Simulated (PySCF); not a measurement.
B3LYP has the VWN-RPA correlation part, as in Gaussian. 

H₃In, SMILES `[InH3]` (charge 0, multiplicity 1)

Computed with PySCF with B3LYP-D3(BJ)/def2-TZVP.

| Quantity | Value |
|---|---|
| HOMO | -8.00 eV |
| dipole moment | 0.00 D |
| LUMO | -2.20 eV |
| HOMO–LUMO gap | 5.80 eV |
| total energy | -191.9682 Ha |
| cost | about 4 core-seconds (a rough figure) |

```xyz
4

In     0.0000     0.0000     0.0000
H     -1.5012    -0.8606    -0.0164
H      0.0051     1.7304     0.0167
H      1.4961    -0.8698    -0.0003
```
